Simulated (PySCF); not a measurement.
**TiH2: adding exact exchange**

Base calculation in PySCF with density fitting and no spin–orbit coupling, PBE/def2-TZVP (no relativity): triplet, C2v, Ti–H 1.748 Å (×2); H–Ti–H 118.4°; wavenumbers 593, 1576, 1592 cm⁻¹; dipole moment 2.94 D, polar-tensor charge of Ti 0.79 e, atomisation energy (no zero-point energy) 550 kJ/mol.

Task: What changes on going to PBE0/def2-TZVP (no relativity)?

Result: The point group stays the same. Changes: mean bond to Ti +0.009 Å, smallest bond angle +3.8 degrees, highest wavenumber +6 cm⁻¹, lowest wavenumber -23 cm⁻¹, dipole moment +0.38 D, polar-tensor charge of Ti +0.14 e, atomisation energy (no zero-point energy) -37 kJ/mol. The new structure has Ti–H 1.757 Å (×2); H–Ti–H 122.2°, with wavenumbers 570, 1588, 1598 cm⁻¹.

Open d or f shells are single determinants, so the state found may not be the ground state. Each species is the lowest minimum found with this bonding; other isomers or fragments can lie lower.
